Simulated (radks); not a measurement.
The numbers below are computed, except where a source is named.
Task: Code: a radial shooting solver on a logarithmic mesh with Libxc functionals. Model: scalar-relativistic Kohn-Sham, PBE, spin-polarised, spherical densities, finite nucleus; open shells are filled with parallel spins first (spin-orbit coupling, left out, can overturn this in heavy ions); Fermi nuclear charge, rms radius of each element as measured or else 0.836 A^(1/3) + 0.57 fm. Each species is in its NIST ground configuration. Rank As2+, N2+, Bi2+, P2+, Sb2+ by Delta-SCF ionisation energy (eV), largest first.

Result: N2+ 47.667, P2+ 30.082, As2+ 27.999, Sb2+ 24.651, Bi2+ 23.560.
